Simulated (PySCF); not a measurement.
A structure optimised at B3LYP-D3(BJ)/def2-SVP, used in a PySCF frequency run:

```xyz
8

C      0.0000     0.0000     1.9575
C      0.0000     0.0000     0.6371
C      0.0000     0.0000    -0.6371
C      0.0000     0.0000    -1.9575
H      0.0000    -0.9353     2.5286
H      0.0000     0.9353     2.5286
H      0.0000    -0.9353    -2.5286
H      0.0000     0.9353    -2.5286
```
Charge 0, spin multiplicity 1.

Task: Write its SMILES, formula and point group.

Result: C=C=C=C, C4H4, D2h

Task: What are its rotational constants (standard atomic weights)?

Result: 143.28, 3.9612, 3.8546 GHz
